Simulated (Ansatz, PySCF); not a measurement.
C4H9NSi, SMILES C[Si@H](NC)C#C. Atoms are numbered in the order given.

```xyz
15

C     -0.9898     1.4357     2.0954
C     -0.7419     0.8807     1.0400
Si    -0.3748     0.0476    -0.5665
C     -1.6118    -1.3191    -0.9099
N      1.2048    -0.6523    -0.4527
C      2.4043     0.0455    -0.0285
H     -1.2098     1.9226     3.0279
H     -0.5130     1.1114    -1.6125
H     -1.5814    -2.0807    -0.1153
H     -1.3994    -1.8100    -1.8741
H     -2.6327    -0.9088    -0.9597
H      1.3840    -1.4785    -1.0153
H      2.9504     0.5458    -0.8534
H      2.1390     0.8216     0.7069
H      3.1103    -0.6401     0.4715
```
Charge 0, spin multiplicity 1.

Coordinates come from a B3LYP-D3(BJ)/def2-SVP optimisation. The structure was generated by enumeration; whether it is a known compound was not checked. One conformer was computed; it need not be the lowest.

Two levels are set side by side: PBE-D3(BJ)/def2-SVP (Ansatz, a first-principles code) and B3LYP-D3(BJ)/def2-SVP (Ansatz). Each level has its own optimised geometry; the coordinates shown are those of the second. Frequencies come from the Hessian of PySCF at each geometry. Differences are taken from unrounded values.

```
quantity                            B3LYP-D3(BJ)  PBE-D3(BJ)  PBE-D3(BJ) minus B3LYP-D3(BJ)
----------------------------------  ------------  ----------  -----------------------------
mean bond length (Å)                       1.309       1.317                          0.008
bond C1–C2 (Å)                             1.218       1.229                          0.012
bond C2–Si3 (Å)                            1.847       1.849                          0.003
bond Si3–C4 (Å)                            1.875       1.881                          0.006
bond Si3–N5 (Å)                            1.731       1.742                          0.011
bond N5–C6 (Å)                             1.451       1.452                          0.001
bond C1–H7 (Å)                             1.075       1.082                          0.008
bond Si3–H8 (Å)                            1.498       1.514                          0.016
bond C4–H9 (Å)                             1.101       1.108                          0.007
bond C4–H10 (Å)                            1.103       1.110                          0.007
bond C4–H11 (Å)                            1.101       1.108                          0.007
bond N5–H12 (Å)                            1.015       1.023                          0.008
bond C6–H13 (Å)                            1.109       1.117                          0.009
bond C6–H14 (Å)                            1.102       1.110                          0.008
bond C6–H15 (Å)                            1.104       1.112                          0.008
highest harmonic wavenumber (cm⁻¹)          3590        3511                            -79
mean harmonic wavenumber (cm⁻¹)             1338        1302                            -36
zero-point energy (kcal/mol)               74.57       72.58                          -2.00
```

Exact exchange shortens and stiffens bonds; PBE has none. Differences between two approximate levels are no errors against the true value.
